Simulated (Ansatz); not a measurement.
Two members of one family (ZnSe nanocrystals, H-capped), computed with Ansatz in the gas phase. The two geometries come from different levels. Binding counts from free atoms in the multiplicity of their measured ground term, without zero-point energy. The structures are stationary points that may keep the symmetry of their start.

First: Zn3H12Se3, cut from zinc blende, rod (singlet, charge 0, PBE0-D4/def2-SVP geometry).

```xyz
18

Zn    2.238   -2.378   -0.828
Zn    1.056    2.945    1.247
Zn   -3.300   -0.623   -0.280
Se   -0.713   -1.989   -0.843
Se   -1.514    1.604    0.565
Se    2.229    0.417    0.202
H     2.453   -1.987   -2.329
H     2.273   -3.037    0.590
H     1.175    3.732   -0.100
H     1.056    2.484    2.743
H    -3.519   -0.101   -1.738
H    -3.448   -1.220    1.159
H    -0.991   -2.440   -2.214
H    -1.071   -3.294   -0.269
H    -2.124    2.690   -0.214
H    -2.248    1.973    1.784
H     3.208    0.999   -0.726
H     3.238    0.227    1.253
```

```csv
level,HOMO (eV),LUMO (eV),gap (eV),binding per atom (eV)
PBE-D4/def2-SVP,-5.98,-1.76,4.22,2.01
PBE-D4/def2-TZVP,-6.25,-2.13,4.13,1.98
PBE-D4/def2-TZVPD,-6.28,-2.20,4.08,1.98
r2SCAN-D4/def2-TZVP,-6.51,-1.95,4.57,2.03
PBE0-D4/def2-TZVP,-7.37,-1.28,6.09,1.97
```

Second: Zn3H12Se3, cut from wurtzite (singlet, charge 0, B3LYP-D4/def2-SVP geometry).

```xyz
18

Se   -0.910    1.605   -1.395
Zn   -3.427    0.115   -0.506
Se   -1.380   -1.506    1.084
Zn    2.068    2.251   -1.631
Se    2.289   -0.081    0.332
Zn    1.364   -2.409    2.084
H    -1.235    1.676   -2.831
H    -1.390    2.978   -1.153
H    -3.758    1.094    0.662
H    -3.432   -0.856   -1.727
H    -2.071   -1.485    2.386
H    -1.907   -2.842    0.754
H     2.051    3.350   -0.524
H     2.289    1.371   -2.901
H     3.174    0.572    1.312
H     3.415   -0.775   -0.318
H     1.554   -3.485    0.971
H     1.306   -1.573    3.400
```

Question: What does the change do? Estimate second minus first.

Answer: 
| level | Δ HOMO (eV) | Δ LUMO (eV) | Δ gap (eV) | Δ binding per atom (eV) |
| --- | --- | --- | --- | --- |
| PBE-D4/def2-SVP | -0.03 | 0.08 | 0.11 | 0.00 |
| PBE-D4/def2-TZVP | -0.04 | 0.07 | 0.11 | 0.00 |
| PBE-D4/def2-TZVPD | -0.05 | 0.07 | 0.11 | 0.00 |
| r2SCAN-D4/def2-TZVP | -0.05 | 0.08 | 0.12 | 0.00 |
| PBE0-D4/def2-TZVP | -0.05 | 0.08 | 0.12 | 0.00 |
